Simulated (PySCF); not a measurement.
**Worked example: oscillator strength and radiative lifetime**

2,2-dichloropropane (C3H6Cl2), SMILES ClC(C)(Cl)C.

Geometry: PBE0-D3(BJ)/def2-SVP.

TDDFT-B3LYP/def2-SVPD run with PySCF 2.14.0 puts the first singlet state with f over 0.02 at 6.67 eV (vertical), with the transition dipole (0.371, 0.000, 0.000) in atomic units.

Question: Find the oscillator strength, the wavelength and the radiative lifetime that this transition would have in vacuum if emission retraced absorption.

Answer: 
|μ|² = 0.1376 au, so |μ| = 0.94 D. ΔE = 6.67/27.211 = 0.2451 hartree. f = (2/3) ΔE |μ|² = 0.022 (the program prints 0.022).
λ = 1239.84/6.67 = 186 nm; ν = 53797 cm⁻¹.
Einstein's coefficient A = 0.6670 ν² f s⁻¹ (ν in cm⁻¹) = 4.3e7 s⁻¹, so τ = 1/A = 23 ns. This state is S1. The figure is the radiative limit of this one transition; relaxation, internal conversion, crossing to triplets and a medium change what is measured.
